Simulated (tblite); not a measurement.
Species: C6H12BFSi.
Atom-mapped SMILES: `[BH2:1][Si@@:2]1([CH:3]2[CH2:4][CH2:5][CH2:6]2)[CH2:7][C@H:8]1[F:9]` (hydrogens: H10, H11 on B1; H12 on C3; H13, H14 on C4; H15, H16 on C5; H17, H18 on C6; H19, H20 on C7; H21 on C8)

Computed with GFN2-xTB (tblite), gas phase: L-BFGS steps from a force-field or distance-geometry start until the largest atomic force falls under 0.01 eV/Å.

Step 26: E = -722.8124 eV
```
atom  x, y, z in Å  |  force x, y, z in eV/Å
B1     -1.3815   -1.7609   -1.2085    0.024  -0.063  -0.048
Si2    -1.0326   -0.1650   -0.2312    0.086   0.011   0.010
C3      0.6749    0.2837    0.4889    0.108   0.041   0.013
C4      1.5991   -0.8732    0.9361   -0.019   0.060  -0.067
C5      2.5429   -0.5740   -0.2383   -0.037  -0.002   0.029
C6      1.7046    0.6571   -0.6050   -0.007  -0.012   0.042
C7     -1.9793    1.4557   -0.6919   -0.057  -0.057   0.117
C8     -2.4340    0.8651    0.6127   -0.025   0.081  -0.080
F9     -3.7108    0.3596    0.6127    0.058   0.018   0.055
H10    -0.5052   -2.5000   -1.4506   -0.060  -0.031   0.014
H11    -2.4493   -2.0215   -1.5988   -0.032  -0.035  -0.039
H12     0.5970    1.0446    1.2652   -0.023   0.099   0.005
H13     2.0545   -0.7004    1.9101    0.004  -0.001  -0.007
H14     1.1661   -1.8720    0.9420   -0.067   0.022  -0.070
H15     2.5437   -1.3441   -1.0077   -0.019   0.003   0.015
H16     3.5738   -0.3648    0.0424   -0.008  -0.002  -0.003
H17     2.2045    1.6079   -0.4336    0.046  -0.005   0.030
H18     1.3157    0.6574   -1.6222    0.024  -0.007  -0.005
H19    -2.7087    1.3986   -1.4879    0.031   0.018   0.048
H20    -1.5054    2.4260   -0.6336    0.020  -0.085  -0.006
H21    -2.2789    1.4370    1.5232   -0.046  -0.051  -0.053
```

Step 27: E = -722.8155 eV
```
atom  x, y, z in Å  |  force x, y, z in eV/Å
B1     -1.3851   -1.7628   -1.2073    0.025  -0.068  -0.055
Si2    -1.0309   -0.1633   -0.2408    0.069   0.021   0.026
C3      0.6753    0.2862    0.4818    0.078   0.049   0.020
C4      1.5955   -0.8723    0.9345   -0.022   0.087  -0.063
C5      2.5440   -0.5725   -0.2361   -0.030  -0.024   0.005
C6      1.7107    0.6611   -0.6065   -0.012  -0.016   0.064
C7     -1.9824    1.4574   -0.6915   -0.035  -0.063   0.109
C8     -2.4315    0.8637    0.6125   -0.023   0.053  -0.055
F9     -3.7072    0.3572    0.6203    0.042   0.007   0.032
H10    -0.5151   -2.5097   -1.4399   -0.013  -0.051   0.012
H11    -2.4488   -2.0250   -1.6033   -0.079  -0.025  -0.041
H12     0.5894    1.0487    1.2564   -0.003   0.084   0.007
H13     2.0491   -0.6964    1.9092   -0.013  -0.020  -0.013
H14     1.1579   -1.8709    0.9397   -0.024   0.072  -0.067
H15     2.5439   -1.3412   -1.0049   -0.031  -0.036  -0.029
H16     3.5770   -0.3711    0.0428   -0.021   0.019   0.022
H17     2.2130    1.6093   -0.4246    0.031  -0.014   0.005
H18     1.3258    0.6665   -1.6267    0.054  -0.005   0.041
H19    -2.7115    1.3993   -1.4879    0.029   0.033   0.063
H20    -1.5048    2.4257   -0.6320    0.004  -0.077  -0.014
H21    -2.2733    1.4269    1.5279   -0.025  -0.028  -0.070
```

Step 28: E = -722.8184 eV
```
atom  x, y, z in Å  |  force x, y, z in eV/Å
B1     -1.3890   -1.7664   -1.2074    0.011  -0.048  -0.049
Si2    -1.0279   -0.1612   -0.2524    0.030   0.008   0.027
C3      0.6763    0.2896    0.4744    0.019   0.062   0.025
C4      1.5915   -0.8700    0.9319   -0.019   0.084  -0.033
C5      2.5450   -0.5715   -0.2340   -0.013  -0.036  -0.025
C6      1.7176    0.6652   -0.6068    0.002  -0.005   0.060
C7     -1.9868    1.4591   -0.6896    0.009  -0.052   0.053
C8     -2.4288    0.8629    0.6112   -0.012  -0.010   0.001
F9     -3.7026    0.3549    0.6289    0.005  -0.015   0.005
H10    -0.5256   -2.5225   -1.4271    0.027  -0.067   0.010
H11    -2.4501   -2.0294   -1.6087   -0.095  -0.008  -0.036
H12     0.5808    1.0534    1.2471    0.020   0.070   0.009
H13     2.0428   -0.6915    1.9076   -0.025  -0.036  -0.014
H14     1.1504   -1.8684    0.9365    0.004   0.109  -0.062
H15     2.5435   -1.3388   -1.0028   -0.040  -0.064  -0.061
H16     3.5798   -0.3775    0.0442   -0.032   0.033   0.041
H17     2.2228    1.6101   -0.4140    0.021  -0.017  -0.016
H18     1.3391    0.6766   -1.6304    0.071  -0.001   0.076
H19    -2.7155    1.4019   -1.4858    0.011   0.037   0.060
H20    -1.5059    2.4252   -0.6304    0.002  -0.053  -0.013
H21    -2.2663    1.4154    1.5313    0.003   0.010  -0.059
```

Problem. Estimate the geometry and energy of step 29. (The exact step hangs on the optimiser's Hessian estimate; all steps are aligned on step 28, rigid shifts and turns removed.)

Solution. E = -722.8213 eV, largest force 0.132 eV/Å
```
atom  x, y, z in Å  |  force x, y, z in eV/Å
B1     -1.3931   -1.7711   -1.2086   -0.010  -0.024  -0.036
Si2    -1.0244   -0.1591   -0.2654   -0.017  -0.026   0.015
C3      0.6769    0.2939    0.4664   -0.040   0.072   0.025
C4      1.5869   -0.8661    0.9285   -0.007   0.057   0.009
C5      2.5459   -0.5714   -0.2324    0.006  -0.037  -0.049
C6      1.7253    0.6694   -0.6059    0.026   0.012   0.034
C7     -1.9913    1.4607   -0.6870    0.054  -0.033  -0.022
C8     -2.4257    0.8612    0.6099    0.002  -0.081   0.057
F9     -3.6974    0.3522    0.6376   -0.039  -0.039  -0.020
H10    -0.5360   -2.5379   -1.4122    0.044  -0.070   0.008
H11    -2.4537   -2.0340   -1.6149   -0.076   0.012  -0.022
H12     0.5718    1.0589    1.2372    0.040   0.060   0.015
H13     2.0351   -0.6860    1.9052   -0.027  -0.045  -0.005
H14     1.1437   -1.8640    0.9324    0.011   0.120  -0.053
H15     2.5423   -1.3376   -1.0019   -0.043  -0.070  -0.071
H16     3.5818   -0.3838    0.0471   -0.040   0.035   0.048
H17     2.2336    1.6104   -0.4024    0.019  -0.012  -0.029
H18     1.3558    0.6875   -1.6330    0.069   0.004   0.087
H19    -2.7204    1.4058   -1.4818   -0.014   0.033   0.044
H20    -1.5084    2.4248   -0.6288    0.010  -0.020  -0.005
H21    -2.2576    1.4032    1.5336    0.030   0.052  -0.029
```

The energy changes by -0.0029 eV. The first-order estimate −F·Δx gives -0.0039 eV and the mean of the old and new forces, exact on a quadratic surface, -0.0029 eV. The step makes an angle of 76° with the force vector and moves no atom by more than 0.024 Å.

What follows is the cost of the whole relaxation. The run took 1.6 s on Arm Neoverse N1, one thread, no GPU (shared host).
